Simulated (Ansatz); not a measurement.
(1) Predict a relaxed structure of Cu2F2 (the lowest singlet isomer of a short search), charge 0, singlet, at PBE-D4/def2-SVP (Ansatz).

Answers

(1) 
| atom | x (Å) | y (Å) | z (Å) |
| --- | --- | --- | --- |
| Cu1 | 0.0215 | 0.5686 | -0.2469 |
| Cu2 | 0.0031 | -1.6140 | 0.6542 |
| F3 | 1.1917 | 1.2222 | -1.3652 |
| F4 | -1.2164 | -0.1768 | 0.9580 |
Point group Cs (tolerance 0.1 Å). This is one stationary point.

Another isomer (singlet) lies 0.08 eV lower at PBE0-D4/def2-TZVP.
